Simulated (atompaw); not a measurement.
**u(r) = r·R(r): atom against pseudo-atom (cobalt (Co))**

Columns: radius, all-electron u(r) and pseudo u(r) of the 4s shell (level -5.49 eV) of cobalt in the configuration [Ne] 3s2 3p6 3d7 4s2 4p0; PBEsol, scalar-relativistic, PAW (atompaw) scheme, atompaw 4.2.0.5.

| r (bohr) | all-electron | pseudo |
| --- | --- | --- |
| 0.062 | -0.0321 | -0.1757 |
| 0.123 | 0.1254 | -0.3406 |
| 0.185 | 0.1641 | -0.4924 |
| 0.246 | 0.1015 | -0.6199 |
| 0.308 | -0.0053 | -0.7218 |
| 0.369 | -0.1107 | -0.7914 |
| 0.431 | -0.1957 | -0.8290 |
| 0.492 | -0.2495 | -0.8334 |
| 0.554 | -0.2734 | -0.8064 |
| 0.615 | -0.2706 | -0.7523 |
| 0.677 | -0.2464 | -0.6737 |
| 0.738 | -0.2069 | -0.5785 |
| 0.800 | -0.1558 | -0.4693 |
| 0.862 | -0.0978 | -0.3534 |
| 0.923 | -0.0371 | -0.2383 |
| 0.985 | 0.0258 | -0.1248 |
| 1.046 | 0.0871 | -0.0202 |
| 1.108 | 0.1474 | 0.0762 |
| 1.169 | 0.2040 | 0.1603 |
| 1.231 | 0.2580 | 0.2340 |
| 1.292 | 0.3074 | 0.2960 |
| 1.354 | 0.3535 | 0.3493 |
| 1.415 | 0.3950 | 0.3939 |
| 1.477 | 0.4331 | 0.4331 |
| 1.538 | 0.4667 | 0.4668 |
| 1.600 | 0.4972 | 0.4972 |

(1) How many radial nodes do the two functions have?

(2) Is the pseudo-wave norm-conserving?

Results:

(1) The all-electron 4s function has n − l − 1 = 3; the pseudo-wave has 1, since 1 lower shell of the same l stays in the valence.

(2) No, it belongs to a PAW set: the norm inside the radius is not constrained, and the difference is carried by the augmentation charge.
